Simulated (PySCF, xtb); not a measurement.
F2H6O2Si3, SMILES F[Si](F)(O[SiH3])O[SiH3].

GFN2-xTB (xtb) at its own geometry gives an orbital gap of 6.23 eV and a dipole moment of 2.32 D.

Geometry: r2SCAN-D4/def2-SVP. Other conformers were not sampled.

Q: What does PySCF with r2SCAN/def2-TZVP give? (An estimate is asked for; the answer gives what the named calculation found.)

A: gap 7.34 eV (levels -8.27 and -0.94 eV), dipole 2.02 D.
